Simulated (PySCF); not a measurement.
Isomers of C6H13NSSi.

All values: PBE0/pcSseg-1 (PySCF) at GFN2-xTB geometries, gas phase, one conformer each.

Problem. Rank by LUMO energy, lowest first.
A. `[CH3:1][C:2](=[S:3])[C@H:4]1[CH2:5][CH2:6][N:7]([SiH3:8])[CH2:9]1` with C1–C2–C4–C5 -47°, C2–C4–C5–C6 112°, C4–C5–C6–N7 -18°, C5–C6–N7–Si8 -161°, C6–N7–C9–C4 -42°
B. `[CH3:1][NH:2][C@@H:3]1[CH2:4][C@@:5]12[CH2:6][C@@H:7]2[S:8][SiH3:9]` with C1–N2–C3–C4 -80°, C6–C7–S8–Si9 -17°
C. `[H]/[N:5]=[C:4](/[C:2](=[CH2:1])[CH3:3])[CH2:6][CH2:7][S:8][SiH3:9]` with C1–C2–C4–N5 175°, C2–C4–C6–C7 85°, C4–C6–C7–S8 180°, C6–C7–S8–Si9 -175°
D. `[CH2:1]=[C:2]([CH3:3])[C:4]1([NH:5][SiH2:6][SH:7])[CH2:8][CH2:9]1` with C1–C2–C4–N5 100°, C2–C4–N5–Si6 -144°, C4–N5–Si6–S7 -178°, N5–Si6–S7–H 178°
E. `[H]/[N:1]=[C:2](\[CH2:3][CH2:4][S:5][SiH3:6])[CH:7]1[CH2:8][CH2:9]1` with N1–C2–C3–C4 2°, C2–C3–C4–S5 -177°, C3–C4–S5–Si6 -68°, N1–C2–C7–C8 35°
F. `[CH3:1][CH2:2][NH:3][C:4](=[S:5])[C@@H:6]1[CH2:7][CH2:8][SiH2:9]1` with C1–C2–N3–C4 134°, C2–N3–C4–S5 1°, N3–C4–C6–C7 -142°, C4–C6–C7–C8 -130°, C6–C7–C8–Si9 12°, C7–C8–Si9–C6 -10°, C4–C6–Si9–C8 129°

Solution. A (-1.74 eV), C (-1.23 eV), F (-0.59 eV), E (0.00 eV), D (0.20 eV), B (0.35 eV).

Problem. Rank by HOMO energy, lowest first.
A. `[CH2:1]=[C:2]([CH3:3])[C:4]1([NH:5][SiH2:6][SH:7])[CH2:8][CH2:9]1` with C1–C2–C4–N5 100°, C2–C4–N5–Si6 -144°, C4–N5–Si6–S7 -178°, N5–Si6–S7–H 178°
B. `[CH3:1][C:2](=[S:3])[C@H:4]1[CH2:5][CH2:6][N:7]([SiH3:8])[CH2:9]1` with C1–C2–C4–C5 -47°, C2–C4–C5–C6 112°, C4–C5–C6–N7 -18°, C5–C6–N7–Si8 -161°, C6–N7–C9–C4 -42°
C. `[H]/[N:1]=[C:2](\[CH2:3][CH2:4][S:5][SiH3:6])[CH:7]1[CH2:8][CH2:9]1` with N1–C2–C3–C4 2°, C2–C3–C4–S5 -177°, C3–C4–S5–Si6 -68°, N1–C2–C7–C8 35°
D. `[CH3:1][CH2:2][NH:3][C:4](=[S:5])[C@@H:6]1[CH2:7][CH2:8][SiH2:9]1` with C1–C2–N3–C4 134°, C2–N3–C4–S5 1°, N3–C4–C6–C7 -142°, C4–C6–C7–C8 -130°, C6–C7–C8–Si9 12°, C7–C8–Si9–C6 -10°, C4–C6–Si9–C8 129°

Solution. C (-6.91 eV), A (-6.66 eV), B (-6.10 eV), D (-5.83 eV).

Problem. Rank by the lowest Hirshfeld charge on any atom, lowest value first.
A. `[H]/[N:1]=[C:2](\[CH2:3][CH2:4][S:5][SiH3:6])[CH:7]1[CH2:8][CH2:9]1` with N1–C2–C3–C4 2°, C2–C3–C4–S5 -177°, C3–C4–S5–Si6 -68°, N1–C2–C7–C8 35°
B. `[CH3:1][C:2](=[S:3])[C@H:4]1[CH2:5][CH2:6][N:7]([SiH3:8])[CH2:9]1` with C1–C2–C4–C5 -47°, C2–C4–C5–C6 112°, C4–C5–C6–N7 -18°, C5–C6–N7–Si8 -161°, C6–N7–C9–C4 -42°
C. `[H]/[N:5]=[C:4](/[C:2](=[CH2:1])[CH3:3])[CH2:6][CH2:7][S:8][SiH3:9]` with C1–C2–C4–N5 175°, C2–C4–C6–C7 85°, C4–C6–C7–S8 180°, C6–C7–S8–Si9 -175°

Solution. A (-0.233 e), C (-0.214 e), B (-0.166 e).

All values together:

| SMILES | μ (D) | HOMO (eV) | LUMO (eV) | lowest IAO charge (e) | highest IAO charge (e) | lowest Hirshfeld charge (e) | highest Hirshfeld charge (e) |
| --- | --- | --- | --- | --- | --- | --- | --- |
| [H]/N=C(\CCS[SiH3])C(=C)C | 1.30 | -6.94 | -1.23 | -0.451 (N) | +0.549 (Si) | -0.214 (N) | +0.296 (Si) |
| CCNC(=S)[C@@H]1CC[SiH2]1 | 4.16 | -5.83 | -0.59 | -0.543 (C) | +0.762 (Si) | -0.221 (S) | +0.353 (Si) |
| CN[C@@H]1C[C@@]12C[C@@H]2S[SiH3] | 1.77 | -6.19 | 0.35 | -0.398 (N) | +0.533 (Si) | -0.166 (N) | +0.291 (Si) |
| C=C(C)C1(N[SiH2]S)CC1 | 1.71 | -6.66 | 0.20 | -0.668 (N) | +0.841 (Si) | -0.235 (N) | +0.340 (Si) |
| [H]/N=C(\CCS[SiH3])C1CC1 | 1.77 | -6.91 | 0.00 | -0.482 (N) | +0.536 (Si) | -0.233 (N) | +0.295 (Si) |
| CC(=S)[C@H]1CCN([SiH3])C1 | 3.23 | -6.10 | -1.74 | -0.511 (N) | +0.738 (Si) | -0.166 (N) | +0.348 (Si) |
| C=N[SiH2]C/C(C)=C\SC | 1.25 | -5.72 | -0.73 | -0.546 (C) | +0.891 (Si) | -0.229 (N) | +0.362 (Si) |

Conformers: `[H]/[N:5]=[C:4](/[C:2](=[CH2:1])[CH3:3])[CH2:6][CH2:7][S:8][SiH3:9]` with C1–C2–C4–N5 175°, C2–C4–C6–C7 85°, C4–C6–C7–S8 180°, C6–C7–S8–Si9 -175°; `[CH3:1][CH2:2][NH:3][C:4](=[S:5])[C@@H:6]1[CH2:7][CH2:8][SiH2:9]1` with C1–C2–N3–C4 134°, C2–N3–C4–S5 1°, N3–C4–C6–C7 -142°, C4–C6–C7–C8 -130°, C6–C7–C8–Si9 12°, C7–C8–Si9–C6 -10°, C4–C6–Si9–C8 129°; `[CH3:1][NH:2][C@@H:3]1[CH2:4][C@@:5]12[CH2:6][C@@H:7]2[S:8][SiH3:9]` with C1–N2–C3–C4 -80°, C6–C7–S8–Si9 -17°; `[CH2:1]=[C:2]([CH3:3])[C:4]1([NH:5][SiH2:6][SH:7])[CH2:8][CH2:9]1` with C1–C2–C4–N5 100°, C2–C4–N5–Si6 -144°, C4–N5–Si6–S7 -178°, N5–Si6–S7–H 178°; `[H]/[N:1]=[C:2](\[CH2:3][CH2:4][S:5][SiH3:6])[CH:7]1[CH2:8][CH2:9]1` with N1–C2–C3–C4 2°, C2–C3–C4–S5 -177°, C3–C4–S5–Si6 -68°, N1–C2–C7–C8 35°; `[CH3:1][C:2](=[S:3])[C@H:4]1[CH2:5][CH2:6][N:7]([SiH3:8])[CH2:9]1` with C1–C2–C4–C5 -47°, C2–C4–C5–C6 112°, C4–C5–C6–N7 -18°, C5–C6–N7–Si8 -161°, C6–N7–C9–C4 -42°; `[CH2:1]=[N:2][SiH2:3][CH2:4]/[C:5]([CH3:6])=[CH:7]\[S:8][CH3:9]` with C1–N2–Si3–C4 -115°, N2–Si3–C4–C5 -174°, Si3–C4–C5–C6 85°, C5–C7–S8–C9 -164°.
